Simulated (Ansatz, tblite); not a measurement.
Removing and adding an electron: the cluster K₂S. Total charge 0; singlet. Geometry: r2SCAN-D4/def2-TZVP. Ansatz, gas phase; energy differences of separate SCF runs; the oxidised species was run as a doublet alone; the reduced species was run as a doublet alone.

Cartesian coordinates in Å:
```
K 2.311 -0.383 -1.427
K -2.301 0.376 1.445
S -0.010 0.008 -0.018
```

The xTB rows come from tblite. Correlated methods freeze 15 core orbitals; core or outer-core shells of K are correlated, in sets that lack core-valence functions. In CCSD on the charge -1 doublet the largest single amplitude is 0.48, so its Hartree–Fock determinant may place the open shell otherwise than the density functionals do. HOMO above LUMO, or a gap near zero within one spin, warns that the state may not be the lowest or that an electron is smeared out. The structure comes from a short search, and lower isomers may exist.

Task: Estimate orbital energies and vertical ionisation energies and electron affinities at: GFN1-xTB; GFN2-xTB; HF/def2-TZVPP; PBE-D4/def2-TZVP; PBE-D4/def2-TZVPD; r2SCAN-D4/def2-TZVP; r2SCAN-D4/def2-TZVPD; PBE0-D4/def2-TZVP; PBE0-D4/def2-TZVPD; MP2/def2-TZVPP; CCSD/def2-TZVPD; CCSD/def2-TZVPP; CCSD(T)/def2-TZVPD; CCSD(T)/def2-TZVPP.

Result: 
```csv
level,−HOMO (eV),vertical IE (eV),−LUMO (eV),vertical EA (eV),HOMO–LUMO gap (eV),IE − EA (eV),remarks
GFN1-xTB,8.31,10.52,6.36,5.04,1.95,5.47,–
GFN2-xTB,6.83,10.09,6.68,3.77,0.15,6.32,–
HF/def2-TZVPP,–,3.32,–,–,–,–,–
PBE-D4/def2-TZVP,2.30,4.95,1.28,–,1.02,–,–
PBE-D4/def2-TZVPD,2.37,–,1.32,0.38,1.05,–,"HOMO above zero (-1 doublet), gap within one spin near zero (-1 doublet)"
r2SCAN-D4/def2-TZVP,2.25,4.74,0.66,–,1.59,–,–
r2SCAN-D4/def2-TZVPD,2.31,–,0.70,0.26,1.61,–,"HOMO above zero (-1 doublet), gap within one spin near zero (-1 doublet)"
PBE0-D4/def2-TZVP,3.08,4.73,0.75,–,2.33,–,–
PBE0-D4/def2-TZVPD,3.13,–,0.80,0.26,2.33,–,HOMO above zero (-1 doublet)
MP2/def2-TZVPP,–,4.64,–,–,–,–,–
CCSD/def2-TZVPD,–,–,–,0.00,–,–,"HOMO above zero (-1 doublet), large T1 (0.077) (-1 doublet)"
CCSD/def2-TZVPP,–,4.38,–,–,–,–,–
CCSD(T)/def2-TZVPD,–,–,–,0.06,–,–,"HOMO above zero (-1 doublet), large T1 (0.077) (-1 doublet)"
CCSD(T)/def2-TZVPP,–,4.51,–,–,–,–,–
```

Run but left out: HF/def2-TZVPD, MP2/def2-TZVPD (charge -1 doublet: a determinant that CCSD turns far, T1 0.077).   A HOMO above zero means that the electron is unbound at that level or that self-interaction error raises the level; the energy of removing that electron tells which. Raw xTB energy differences between charge states are shifted by several eV; the methods need an empirical correction for them. A negative affinity means that the extra electron isn't bound; its size then hangs on the basis.
